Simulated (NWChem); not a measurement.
System: C₃H₅O, doublet; SMILES CC(=[CH])O

NWChem input:

```
start job
memory heap 200 mb stack 900 mb global 1100 mb
geometry units angstroms noautoz
  C     -1.282436    -0.720288     0.000000
  C     -0.120406    -0.083321     0.000000
  C      0.018017     1.404160     0.000000
  O      1.099934    -0.693735     0.000000
  H     -1.680375    -1.732421     0.000000
  H     -0.963172     1.893659     0.000000
  H      0.585163     1.727061     0.887466
  H      0.585163     1.727061    -0.887466
  H      0.971493    -1.649482     0.000000
end
basis spherical
  C library 6-31g*
  O library 6-31g*
  H library 6-31g*
end
dft
  odft
  mult 2
  xc b3lyp
  iterations 200
  cgmin
end
task dft gradient
```

Parts of the log:

```
             Northwest Computational Chemistry Package (NWChem) 7.3.0
             --------------------------------------------------------

 CS  symmetry detected

                             Geometry "geometry" -> ""
                             -------------------------

 Output coordinates in angstroms (scale by  1.889725989 to convert to a.u.)

  No.       Tag          Charge          X              Y              Z
 ---- ---------------- ---------- -------------- -------------- --------------
    1 C                    6.0000    -1.20423971    -0.84453184     0.00000000
    2 C                    6.0000    -0.11112556    -0.09543763     0.00000000
    3 C                    6.0000    -0.12093752     1.39843799     0.00000000
    4 O                    8.0000     1.16374627    -0.58178811     0.00000000
    5 H                    1.0000    -1.49981644    -1.89114689     0.00000000
    6 H                    1.0000    -1.14584357     1.78819266     0.00000000
    7 H                    1.0000     0.41138076     1.77600506     0.88746600
    8 H                    1.0000     0.41138076     1.77600506    -0.88746600
    9 H                    1.0000     1.13074508    -1.54556211     0.00000000

 Effective nuclear repulsion energy (a.u.)     112.5073496443

      Symmetry information
      --------------------

 Group name             Cs
 Group number              2
 Group order               2
 No. of unique centers     8

                                 NWChem DFT Module
                                 -----------------

 Summary of "ao basis" -> "ao basis" (spherical)
 ------------------------------------------------------------------------------
       Tag                 Description            Shells   Functions and Types
 ---------------- ------------------------------  ------  ---------------------
 C                           6-31g*                  6       14   3s2p1d
 O                           6-31g*                  6       14   3s2p1d
 H                           6-31g*                  2        2   2s

      Symmetry analysis of basis
      --------------------------

        a'         48
        a"         18

            General Information
            -------------------
          SCF calculation type: DFT
          Wavefunction type:  spin polarized.
          No. of atoms     :     9
          No. of electrons :    31
           Alpha electrons :    16
            Beta electrons :    15
          Charge           :     0
          Spin multiplicity:     2
          Use of symmetry is: on ; symmetry adaption is: on
          Maximum number of iterations: 200
          AO basis - number of functions:    66
                     number of shells:    34
          Convergence on energy requested:  1.00D-06
          Convergence on density requested:  1.00D-05
          Convergence on gradient requested:  5.00D-04

              XC Information
              --------------
                         B3LYP Method XC Potential
                     Hartree-Fock (Exact) Exchange  0.200
                        Slater Exchange Functional  0.800 local
                    Becke 1988 Exchange Functional  0.720 non-local
              Lee-Yang-Parr Correlation Functional  0.810
                  VWN I RPA Correlation Functional  0.190 local

             Grid Information
             ----------------
          Grid used for XC integration:  medium
          Radial quadrature: Mura-Knowles
          Angular quadrature: Lebedev.
          Tag              B.-S. Rad. Rad. Pts. Rad. Cut. Ang. Pts.
          ---              ---------- --------- --------- ---------
          C                   0.70       49          10.0       434
          O                   0.60       49           9.0       434
          H                   0.35       45          10.0       434
          Grid pruning is: on
          Number of quadrature shells:   376
          Spatial weights used:  Erf1

      Superposition of Atomic Density Guess
      -------------------------------------

 Sum of atomic energies:        -190.22627737

      Non-variational initial energy
      ------------------------------

 Total energy =    -192.282679
 1-e energy   =    -479.803644
 2-e energy   =     175.013616
 HOMO         =      -0.181397
 LUMO         =       0.088085

   Symmetry analysis of molecular orbitals - initial alpha
   -------------------------------------------------------

  Numbering of irreducible representations:

     1 a'          2 a"

  Orbital symmetries:

     1 a'          2 a'          3 a'          4 a'          5 a'
     6 a'          7 a'          8 a'          9 a'         10 a'
    11 a"         12 a'         13 a"         14 a'         15 a"
    16 a'         17 a"         18 a'         19 a'         20 a'
    21 a'         22 a"         23 a'         24 a'         25 a'
    26 a'

   Symmetry analysis of molecular orbitals - initial beta
   ------------------------------------------------------

  Numbering of irreducible representations:

     1 a'          2 a"

  Orbital symmetries:

[...]

                         DFT ENERGY GRADIENTS

    atom               coordinates                        gradient
                 x          y          z           x          y          z
   1 C      -2.275683  -1.595934   0.000000   -0.000489   0.002543   0.000000
   2 C      -0.209997  -0.180351   0.000000    0.017024   0.003029   0.000000
   3 C      -0.228539   2.642665   0.000000   -0.001487  -0.006974   0.000000
   4 O       2.199162  -1.099420   0.000000   -0.013344  -0.001827   0.000000
   5 H      -2.834242  -3.573749   0.000000   -0.001854  -0.004835   0.000000
   6 H      -2.165330   3.379194   0.000000   -0.003058   0.001154   0.000000
   7 H       0.777397   3.356163   1.677068    0.001687   0.000211   0.002426
   8 H       0.777397   3.356163  -1.677068    0.001687   0.000211  -0.002426
   9 H       2.136798  -2.920689   0.000000   -0.000166   0.006488   0.000000
```

Level: B3LYP/6-31G* (spherical d), spin-unrestricted. In the optimisation the excess spin sits in a' (Cs, its own frame). The geometry was optimised at PBE0/def2-SVP, spin-unrestricted. No stability test was run on the SCF state.
